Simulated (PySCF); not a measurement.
## Electron correlation in Ni+ (nickel, charge +1)

[Ar] 3d8 4s1, high-spin 4F determinant (an excited configuration). All numbers are calculated (PySCF 2.14, the non-relativistic Hamiltonian (point nucleus), in dyall-av2z (16s12p7d2f, 101 functions)). Frozen: [Ar]; 9 electrons correlated; the 33 highest virtual orbitals of each spin left out.

```
  level  correlation energy (mhartree)
   CCSD                        -240.14
    (T)                          -5.90
CCSD(T)                        -246.04
```

Diagnostics: T1 = 0.012, D1 = 0.0262, largest double amplitude 0.020.

Cost of the coupled-cluster step: about 11 core-seconds, for 9 correlated electrons.
